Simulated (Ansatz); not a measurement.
Relaxation of Ca10O12H4, a hydroxylated oxide cluster with RKS PBE-D4/def2-SVP.

```sh
$ ansatz run in.yaml --threads 2 --pin off --events-out ev --progress --plain --max-ram 32768MiB --backend cuda --devices 0, --max-vram 18GiB
```

```yaml
crystal:
  periodic: [false, false, false]
  atoms:
    - {symbol: Ca, position_ang: [0.225300, 0.126400, 0.555500]}
    - {symbol: Ca, position_ang: [-2.206000, 0.127700, 2.963700]}
    - {symbol: Ca, position_ang: [-2.194500, -2.283700, 0.556000]}
    - {symbol: Ca, position_ang: [-2.182000, 0.114500, -1.847800]}
    - {symbol: Ca, position_ang: [-2.197500, 2.518200, 0.543300]}
    - {symbol: Ca, position_ang: [0.229100, -2.291800, 2.952600]}
    - {symbol: Ca, position_ang: [0.208300, 2.516700, 2.957100]}
    - {symbol: Ca, position_ang: [0.215900, 2.540000, -1.840900]}
    - {symbol: Ca, position_ang: [0.179400, -2.320700, -1.858600]}
    - {symbol: Ca, position_ang: [2.620200, 0.117300, -1.852700]}
    - {symbol: O, position_ang: [2.658300, -2.309100, -1.861700]}
    - {symbol: O, position_ang: [-2.155800, -2.282700, -1.846000]}
    - {symbol: O, position_ang: [0.212400, 0.089400, -1.853500]}
    - {symbol: O, position_ang: [2.628200, 2.502200, -1.866200]}
    - {symbol: O, position_ang: [0.219000, -2.306600, 0.549000]}
    - {symbol: O, position_ang: [2.628000, 0.114600, 0.542900]}
    - {symbol: O, position_ang: [-2.177500, 2.534000, -1.851200]}
    - {symbol: O, position_ang: [-2.198700, 0.125100, 0.543000]}
    - {symbol: O, position_ang: [0.233300, 2.504500, 0.564200]}
    - {symbol: O, position_ang: [-2.186700, -2.311100, 2.952300]}
    - {symbol: O, position_ang: [0.220900, 0.118200, 2.942300]}
    - {symbol: O, position_ang: [-2.203000, 2.523600, 2.950000]}
    - {symbol: H, position_ang: [3.316000, -2.966900, -1.880700]}
    - {symbol: H, position_ang: [-2.742600, -2.834100, -2.420500]}
    - {symbol: H, position_ang: [3.300300, 3.217800, -1.852200]}
    - {symbol: H, position_ang: [3.325900, 0.108900, 1.214200]}
basis:
  gaussian: {orbitals: def2-SVP, fitting: {mean_field: def2-universal-jkfit}}
hamiltonian: {xc: pbe, dispersion: d4}
scf: {lower_state_search: "off"}
output: {orbitals: {seedname: orbitals}}
relax: {f_tol: 0.03, max_steps: 70}
```

It took 59 s on 2 threads of AMD EPYC 7R13 on a shared host and a share (18 GiB) of an NVIDIA H100 80GB HBM3, peak host memory 0.93 GiB.

Positions (Å) and forces (eV/Å) at steps 1, 2, 3, 4, 5, 6, 7, 8, 9, 10, 11 of 14:

```xyz
26
step=1 energy=-208923.4538 eV
Ca    0.225    0.126    0.555    1.552    0.242    1.038
Ca   -2.206    0.128    2.964    0.653    0.148   -0.307
Ca   -2.195   -2.284    0.556    0.866    0.638    2.048
Ca   -2.182    0.115   -1.848    0.530    2.180    0.772
Ca   -2.197    2.518    0.543    0.669   -0.120    0.188
Ca    0.229   -2.292    2.953   -1.604    1.644   -1.511
Ca    0.208    2.517    2.957   -1.561   -1.422   -1.697
Ca    0.216    2.540   -1.841   -0.300   -0.137    1.541
Ca    0.179   -2.321   -1.859    1.975    0.687    1.885
Ca    2.620    0.117   -1.853   -0.187    0.027    2.089
O     2.658   -2.309   -1.862   -2.890    2.665   -0.846
O    -2.156   -2.283   -1.846   -0.370   -0.382   -0.505
O     0.212    0.089   -1.853    0.037   -0.618   -0.358
O     2.628    2.502   -1.866   -0.434   -0.665   -0.885
O     0.219   -2.307    0.549   -1.893   -0.032   -0.408
O     2.628    0.115    0.543   -0.489   -0.086   -1.526
O    -2.178    2.534   -1.851    1.240   -1.766    0.849
O    -2.199    0.125    0.543   -0.106   -0.733   -0.681
O     0.233    2.505    0.564   -1.479   -0.135    0.197
O    -2.187   -2.311    2.952    1.603    0.967   -1.454
O     0.221    0.118    2.942   -1.025   -0.229    0.120
O    -2.203    2.524    2.950    1.655   -1.174   -0.998
H     3.316   -2.967   -1.881    1.602   -1.625    0.008
H    -2.743   -2.834   -2.421    0.378    0.372    0.406
H     3.300    3.218   -1.852   -0.399   -0.458    0.058
H     3.326    0.109    1.214   -0.021    0.012   -0.021
26
step=2 energy=-208926.9885 eV
Ca    0.310    0.137    0.613    0.427   -0.014    0.143
Ca   -2.169    0.130    2.931   -0.011    0.104   -0.196
Ca   -2.158   -2.243    0.659    0.005    0.364    0.037
Ca   -2.138    0.225   -1.800    0.388    0.347    0.360
Ca   -2.166    2.496    0.553    0.069   -0.180    0.016
Ca    0.129   -2.172    2.836   -0.541    0.480   -0.422
Ca    0.113    2.409    2.837   -0.635   -0.361   -0.454
Ca    0.209    2.520   -1.728    0.020   -0.131    0.700
Ca    0.289   -2.278   -1.731    0.450    0.422    0.954
Ca    2.607    0.118   -1.723   -0.117    0.158    0.491
O     2.600   -2.250   -1.944   -0.702    0.655   -0.494
O    -2.133   -2.266   -1.836   -0.023   -0.109   -0.112
O     0.225    0.061   -1.856    0.406   -0.104    0.360
O     2.592    2.453   -1.944   -0.181   -0.311   -0.430
O     0.093   -2.302    0.531   -0.676    0.274    0.069
O     2.626    0.106    0.486    0.037   -0.077   -0.367
O    -2.088    2.428   -1.784    0.833   -0.757    0.650
O    -2.184    0.089    0.511    0.087   -0.141   -0.003
O     0.132    2.494    0.574   -0.708   -0.287    0.101
O    -2.090   -2.234    2.870    0.945    0.747   -0.589
O     0.152    0.106    2.959   -0.544   -0.099   -0.285
O    -2.103    2.437    2.876    0.955   -0.796   -0.678
H     3.283   -2.937   -1.874   -0.045    0.090    0.059
H    -2.722   -2.816   -2.400    0.306    0.273    0.271
H     3.260    3.171   -1.846   -0.503   -0.564   -0.009
H     3.305    0.110    1.185   -0.242    0.017   -0.171
26
step=3 energy=-208928.0068 eV
Ca    0.344    0.131    0.623    0.004    0.075    0.311
Ca   -2.206    0.139    2.899    0.062   -0.168   -0.141
Ca   -2.189   -2.185    0.619   -0.156    0.076    0.119
Ca   -2.035    0.199   -1.734    0.094   -0.016   -0.098
Ca   -2.184    2.455    0.564   -0.035   -0.119   -0.118
Ca    0.117   -2.114    2.808   -0.213    0.135   -0.146
Ca    0.086    2.367    2.808   -0.032   -0.154   -0.034
Ca    0.251    2.484   -1.628   -0.027    0.016    0.267
Ca    0.309   -2.209   -1.607    0.198   -0.083    0.130
Ca    2.622    0.130   -1.713   -0.066   -0.010   -0.298
O     2.518   -2.157   -2.049    0.502   -0.467   -0.049
O    -2.094   -2.257   -1.825    0.053    0.017   -0.004
O     0.307    0.068   -1.777    0.063   -0.048    0.309
O     2.537    2.365   -2.057    0.300    0.327   -0.096
O     0.009   -2.246    0.568    0.085    0.101   -0.090
O     2.623    0.090    0.432    0.355   -0.053    0.334
O    -1.959    2.315   -1.687    0.171    0.058    0.084
O    -2.166    0.085    0.527   -0.166   -0.047   -0.107
O     0.052    2.445    0.607    0.104   -0.018   -0.003
O    -2.003   -2.129    2.769   -0.067    0.125    0.146
O     0.072    0.104    2.917    0.095    0.061   -0.008
O    -2.023    2.348    2.801   -0.076   -0.070   -0.060
H     3.209   -2.837   -1.835   -0.691    0.712   -0.205
H    -2.678   -2.794   -2.396    0.177    0.118    0.086
H     3.186    3.077   -1.840   -0.508   -0.581   -0.166
H     3.270    0.120    1.161   -0.226    0.013   -0.161
26
step=4 energy=-208928.1872 eV
Ca    0.351    0.134    0.692    0.191   -0.048   -0.214
Ca   -2.237    0.120    2.889   -0.143    0.157    0.042
Ca   -2.234   -2.172    0.655   -0.020    0.017   -0.303
Ca   -1.995    0.212   -1.731    0.128   -0.192   -0.038
Ca   -2.187    2.434    0.564   -0.096   -0.013   -0.016
Ca    0.038   -2.100    2.824    0.155   -0.146    0.077
Ca    0.055    2.347    2.838   -0.051    0.048    0.127
Ca    0.271    2.477   -1.572    0.098    0.016    0.141
Ca    0.355   -2.210   -1.567   -0.064    0.011    0.248
Ca    2.630    0.107   -1.747   -0.140    0.057   -0.024
O     2.513   -2.133   -2.163    0.277   -0.278   -0.062
O    -2.014   -2.215   -1.780   -0.157   -0.178   -0.251
O     0.339    0.060   -1.688   -0.056    0.010    0.069
O     2.502    2.297   -2.168    0.141    0.216   -0.105
O    -0.021   -2.222    0.590    0.059   -0.013    0.169
O     2.641    0.059    0.423    0.293   -0.005    0.266
O    -1.916    2.323   -1.666    0.049    0.111   -0.011
O    -2.196    0.081    0.521   -0.133   -0.018    0.040
O     0.053    2.435    0.646    0.148    0.010    0.056
O    -2.071   -2.121    2.808   -0.086    0.036    0.037
O     0.043    0.104    2.957    0.062   -0.022    0.022
O    -2.048    2.317    2.795   -0.115    0.032    0.001
H     3.210   -2.784   -1.934   -0.287    0.281   -0.139
H    -2.536   -2.731   -2.427    0.129    0.115    0.179
H     3.161    2.990   -1.965   -0.178   -0.184   -0.102
H     3.268    0.183    1.160   -0.203   -0.021   -0.207
26
step=5 energy=-208928.3215 eV
Ca    0.432    0.131    0.757    0.106   -0.037   -0.067
Ca   -2.313    0.126    2.878   -0.203    0.087    0.031
Ca   -2.251   -2.150    0.638   -0.099   -0.010   -0.077
Ca   -1.921    0.207   -1.722   -0.071   -0.033   -0.067
Ca   -2.189    2.415    0.567   -0.164    0.038   -0.009
Ca   -0.045   -2.106    2.890    0.020   -0.116    0.181
Ca   -0.026    2.339    2.915   -0.080    0.070    0.149
Ca    0.320    2.499   -1.477    0.051    0.009   -0.057
Ca    0.382   -2.229   -1.468    0.082    0.036   -0.023
Ca    2.617    0.111   -1.775   -0.032    0.016   -0.150
O     2.489   -2.107   -2.275    0.029   -0.143    0.058
O    -1.947   -2.226   -1.793   -0.129   -0.125   -0.117
O     0.356    0.053   -1.608    0.061   -0.003    0.153
O     2.481    2.280   -2.301    0.049    0.125    0.055
O    -0.030   -2.212    0.675    0.117    0.010    0.040
O     2.726    0.025    0.399    0.097    0.056    0.221
O    -1.848    2.332   -1.648    0.074    0.041    0.013
O    -2.284    0.086    0.518    0.098   -0.027   -0.023
O     0.069    2.421    0.730    0.155   -0.052    0.040
O    -2.158   -2.105    2.808   -0.011   -0.042   -0.056
O    -0.021    0.100    3.009    0.102   -0.008   -0.051
O    -2.130    2.318    2.800   -0.006    0.060    0.010
H     3.203   -2.738   -2.070   -0.096    0.084   -0.111
H    -2.464   -2.736   -2.447    0.101    0.079    0.130
H     3.163    2.963   -2.163   -0.093   -0.079   -0.106
H     3.365    0.196    1.115   -0.157   -0.036   -0.171
26
step=6 energy=-208928.3854 eV
Ca    0.492    0.122    0.819   -0.047    0.035   -0.035
Ca   -2.397    0.136    2.868    0.023   -0.034   -0.048
Ca   -2.262   -2.140    0.631    0.045    0.033    0.022
Ca   -1.873    0.214   -1.730   -0.016    0.049    0.087
Ca   -2.205    2.412    0.575    0.067   -0.030   -0.057
Ca   -0.115   -2.120    2.959   -0.139    0.070    0.045
Ca   -0.103    2.338    2.988   -0.068   -0.033   -0.021
Ca    0.362    2.520   -1.410    0.048   -0.093    0.022
Ca    0.415   -2.236   -1.399    0.112    0.094   -0.032
Ca    2.625    0.110   -1.815   -0.100    0.033   -0.024
O     2.472   -2.101   -2.344    0.036   -0.140    0.113
O    -1.896   -2.232   -1.788   -0.077   -0.045   -0.025
O     0.384    0.053   -1.526    0.099   -0.040   -0.036
O     2.467    2.274   -2.370    0.301    0.329    0.082
O    -0.025   -2.208    0.744    0.082   -0.062    0.013
O     2.767    0.023    0.370    0.031    0.034    0.103
O    -1.792    2.348   -1.630    0.016   -0.007    0.004
O    -2.292    0.088    0.508   -0.049    0.000   -0.022
O     0.080    2.400    0.798    0.049    0.048    0.080
O    -2.228   -2.097    2.807    0.002   -0.039   -0.065
O    -0.082    0.094    3.047    0.059    0.001    0.050
O    -2.206    2.331    2.812    0.012    0.009   -0.015
H     3.202   -2.739   -2.231   -0.129    0.097   -0.104
H    -2.400   -2.747   -2.444    0.050    0.027    0.049
H     3.171    2.959   -2.361   -0.362   -0.316   -0.083
H     3.416    0.189    1.075   -0.047   -0.020   -0.102
26
step=7 energy=-208928.4078 eV
Ca    0.506    0.126    0.860    0.099   -0.013    0.118
Ca   -2.443    0.130    2.853   -0.049    0.056   -0.027
Ca   -2.251   -2.130    0.621   -0.031   -0.077    0.034
Ca   -1.832    0.220   -1.720   -0.073    0.016   -0.032
Ca   -2.185    2.404    0.571   -0.020    0.070    0.054
Ca   -0.192   -2.117    3.017    0.030    0.026    0.009
Ca   -0.159    2.337    3.048    0.012   -0.039   -0.046
Ca    0.404    2.518   -1.341    0.157   -0.011   -0.107
Ca    0.444   -2.233   -1.336    0.185    0.039   -0.124
Ca    2.630    0.116   -1.832   -0.071   -0.008    0.009
O     2.452   -2.090   -2.381    0.371   -0.399    0.101
O    -1.854   -2.236   -1.783   -0.006    0.023    0.070
O     0.412    0.050   -1.478    0.013   -0.008   -0.001
O     2.454    2.271   -2.407    0.715    0.702   -0.074
O    -0.007   -2.211    0.805   -0.051    0.007   -0.005
O     2.774    0.037    0.360   -0.037    0.017    0.042
O    -1.735    2.355   -1.621    0.004   -0.033    0.057
O    -2.324    0.089    0.499    0.084    0.028   -0.033
O     0.108    2.406    0.867   -0.096   -0.009    0.006
O    -2.297   -2.102    2.796    0.036    0.011   -0.054
O    -0.117    0.096    3.085   -0.066   -0.046    0.036
O    -2.253    2.325    2.807    0.007   -0.010   -0.021
H     3.187   -2.744   -2.392   -0.451    0.376   -0.061
H    -2.340   -2.760   -2.444    0.012   -0.003   -0.006
H     3.157    2.958   -2.555   -0.785   -0.709    0.105
H     3.435    0.177    1.057    0.011   -0.006   -0.048
26
step=8 energy=-208928.4463 eV
Ca    0.501    0.129    0.889    0.013    0.032    0.057
Ca   -2.466    0.137    2.843   -0.014    0.021   -0.017
Ca   -2.245   -2.134    0.618   -0.007   -0.016    0.024
Ca   -1.812    0.224   -1.714   -0.045    0.009   -0.010
Ca   -2.183    2.417    0.571    0.018    0.037    0.007
Ca   -0.208   -2.112    3.032   -0.006    0.016    0.018
Ca   -0.175    2.337    3.056   -0.008   -0.017   -0.011
Ca    0.429    2.511   -1.338   -0.041   -0.003    0.044
Ca    0.479   -2.217   -1.321    0.020    0.043   -0.008
Ca    2.655    0.128   -1.790   -0.077    0.015   -0.020
O     2.466   -2.065   -2.369    0.204   -0.203    0.016
O    -1.826   -2.230   -1.770    0.003   -0.010   -0.006
O     0.436    0.062   -1.452    0.035   -0.027   -0.009
O     2.446    2.265   -2.427    0.291    0.231   -0.044
O    -0.006   -2.203    0.820    0.006   -0.023   -0.008
O     2.761    0.049    0.409    0.181   -0.019    0.159
O    -1.713    2.356   -1.615   -0.002    0.002   -0.004
O    -2.307    0.094    0.498    0.030    0.001   -0.016
O     0.097    2.410    0.878   -0.018   -0.007   -0.008
O    -2.310   -2.098    2.789    0.012   -0.003   -0.025
O    -0.144    0.096    3.109   -0.027   -0.016    0.014
O    -2.268    2.330    2.804   -0.003   -0.002   -0.008
H     3.155   -2.741   -2.519   -0.180    0.198   -0.012
H    -2.290   -2.757   -2.445    0.014    0.012    0.013
H     3.069    2.963   -2.714   -0.248   -0.284    0.071
H     3.435    0.042    1.113   -0.148    0.012   -0.216
26
step=9 energy=-208928.4504 eV
Ca    0.500    0.143    0.947    0.097   -0.155   -0.182
Ca   -2.513    0.151    2.824   -0.024   -0.091   -0.003
Ca   -2.235   -2.137    0.625    0.032   -0.046   -0.054
Ca   -1.784    0.227   -1.703    0.075   -0.077   -0.020
Ca   -2.179    2.436    0.569   -0.022   -0.046   -0.037
Ca   -0.256   -2.094    3.084    0.015   -0.089   -0.045
Ca   -0.227    2.347    3.096   -0.029   -0.034   -0.027
Ca    0.458    2.513   -1.285    0.080   -0.043   -0.019
Ca    0.525   -2.208   -1.258    0.110   -0.033    0.015
Ca    2.641    0.129   -1.830    0.125   -0.137    0.034
O     2.490   -2.085   -2.352   -0.007    0.006   -0.076
O    -1.763   -2.236   -1.755   -0.049    0.027   -0.003
O     0.473    0.058   -1.409   -0.340    0.104   -0.055
O     2.492    2.273   -2.373   -0.048    0.092   -0.063
O    -0.001   -2.209    0.873   -0.034    0.065    0.074
O     2.735    0.000    0.362    0.075    0.048    0.223
O    -1.674    2.357   -1.609   -0.017    0.051    0.022
O    -2.300    0.094    0.492    0.003    0.093    0.021
O     0.087    2.410    0.918   -0.002    0.060    0.078
O    -2.348   -2.091    2.785   -0.036    0.056    0.058
O    -0.198    0.104    3.146   -0.002    0.117    0.046
O    -2.315    2.341    2.794    0.024    0.037    0.015
H     3.126   -2.723   -2.716   -0.042    0.030    0.022
H    -2.216   -2.751   -2.446    0.020   -0.006    0.015
H     3.008    2.946   -2.844   -0.005   -0.018    0.014
H     3.450   -0.005    1.020    0.000   -0.010   -0.049
26
step=10 energy=-208928.4591 eV
Ca    0.519    0.138    0.945    0.035   -0.074   -0.071
Ca   -2.522    0.151    2.827    0.007   -0.034   -0.017
Ca   -2.238   -2.133    0.628    0.024   -0.021   -0.047
Ca   -1.792    0.227   -1.698    0.068   -0.033   -0.018
Ca   -2.183    2.434    0.570   -0.001   -0.024   -0.014
Ca   -0.261   -2.093    3.085    0.014   -0.048   -0.015
Ca   -0.234    2.343    3.094    0.002   -0.001   -0.005
Ca    0.455    2.507   -1.287    0.060   -0.041   -0.004
Ca    0.514   -2.206   -1.259    0.141   -0.069    0.047
Ca    2.645    0.107   -1.818    0.059    0.018    0.003
O     2.469   -2.088   -2.372   -0.022    0.007   -0.045
O    -1.754   -2.233   -1.753   -0.114   -0.021   -0.054
O     0.461    0.056   -1.403   -0.176    0.080   -0.034
O     2.481    2.251   -2.377   -0.086   -0.038    0.017
O    -0.004   -2.202    0.878   -0.019    0.041    0.031
O     2.762    0.006    0.376   -0.119    0.026    0.023
O    -1.678    2.360   -1.607   -0.018    0.012    0.006
O    -2.311    0.099    0.496   -0.021    0.033   -0.001
O     0.089    2.409    0.919    0.000    0.023    0.043
O    -2.355   -2.085    2.790   -0.024    0.019    0.024
O    -0.201    0.107    3.145    0.000    0.058    0.028
O    -2.321    2.345    2.796    0.008    0.005    0.004
H     3.092   -2.723   -2.759   -0.008   -0.010    0.005
H    -2.158   -2.758   -2.467   -0.022    0.019    0.054
H     3.020    2.925   -2.816    0.071    0.077   -0.059
H     3.480    0.049    1.022    0.142   -0.007    0.100
26
step=11 energy=-208928.3191 eV rejected
Ca    0.530    0.105    0.979   -0.308    0.412    0.328
Ca   -2.537    0.143    2.809   -0.066    0.239    0.042
Ca   -2.237   -2.131    0.609   -0.191    0.181    0.126
Ca   -1.720    0.208   -1.704   -0.338    0.250   -0.063
Ca   -2.163    2.413    0.552   -0.050    0.130    0.051
Ca   -0.300   -2.123    3.105   -0.192    0.332    0.127
Ca   -0.254    2.336    3.109   -0.001    0.095    0.112
Ca    0.520    2.478   -1.256   -0.441    0.191   -0.007
Ca    0.588   -2.237   -1.222   -0.404    0.316   -0.065
Ca    2.697    0.133   -1.716   -0.228    0.127   -0.272
O     2.442   -2.005   -2.512   -0.031    0.088    0.399
O    -1.774   -2.228   -1.743    0.379   -0.077    0.097
O     0.471    0.083   -1.351    0.589   -0.444    0.032
O     2.443    2.238   -2.506    0.114   -0.305    0.306
O    -0.019   -2.169    0.914    0.255   -0.300   -0.309
O     2.749    0.055    0.528    0.313   -0.126   -0.357
O    -1.635    2.356   -1.610    0.248   -0.093   -0.013
O    -2.332    0.113    0.477    0.099   -0.285    0.012
O     0.101    2.406    0.960    0.123   -0.113   -0.231
O    -2.402   -2.076    2.788    0.208   -0.200   -0.116
O    -0.230    0.115    3.184    0.042   -0.407   -0.092
O    -2.334    2.344    2.783   -0.050   -0.049   -0.006
H     3.041   -2.640   -2.934    0.026    0.020   -0.030
H    -2.165   -2.800   -2.424   -0.040   -0.006   -0.066
H     2.993    2.863   -3.003   -0.010    0.004   -0.015
H     3.504    0.012    1.137   -0.047    0.020    0.010
```

Single mean-field runs in def2-SVP are fitted with def2-universal-jkfit.
